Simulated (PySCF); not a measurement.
**Kr⁺: ionisation energy**

Kr⁺ [Ar] 3d10 4s2 4p5 (2P) → Kr²⁺ [Ar] 3d10 4s2 4p4 (3P), as a difference of total energies. Calculation: PySCF 2.14, in aug-cc-pVTZ-PP with ECP10MDF (6s5p4d2f, 55 functions); scalar relativity through the core potential. Correlated levels: valence: 3s2 3p6 3d10 frozen. The calculations carry no spin-orbit coupling.

```tsv
method	ionisation energy (eV)	difference from reference (eV)
UHF	23.240	-1.120
MP2 (valence)	24.088	-0.272
SCS-MP2 (valence)	24.086	-0.274
CCSD (valence)	24.091	-0.269
CCSD(T) (valence)	24.124	-0.236
```

Reference: 24.360 eV (measured; NIST Atomic Spectra Database, ionization energies).

The reference lies between the lowest fine-structure levels, while these numbers refer to the centres of the terms.

Errors of the correlated levels include the incompleteness of this basis and the frozen core.
